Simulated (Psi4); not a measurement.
SnICl3 (SMILES [Cl][Sn]([Cl])([Cl])[I]): methods side by side

SnICl3: 5 atoms, total charge 0, spin state singlet. SMILES: `[Cl][Sn]([Cl])([Cl])[I]`. The shape was relaxed beforehand at PBE0/def2-TZVP.

Quantity: the HOMO–LUMO gap, in eV. The values are calculated.

```
                                                 level                    kind  program  value (eV)  CPU time
   PBE-D4/def2-TZVPP (density fitting, core potential)                     GGA     Psi4        3.23      55 s
r2SCAN-D4/def2-TZVPP (density fitting, core potential)                meta-GGA     Psi4        3.68   2.4 min
 B3LYP-D4/def2-TZVPP (density fitting, core potential)           global hybrid     Psi4        4.69      54 s
  PBE0-D4/def2-TZVPP (density fitting, core potential)           global hybrid     Psi4        5.22      46 s
  wB97M-V/def2-TZVPP (density fitting, core potential)  range-separated hybrid     Psi4        9.32   2.7 min
```

The values span 3.23 to 9.32 eV. Orbital gaps aren't excitation energies; they tend to grow with the share of exact exchange. CPU times are rough (shared hosts, several kinds of processor): they show what a rung costs within a factor of a few.
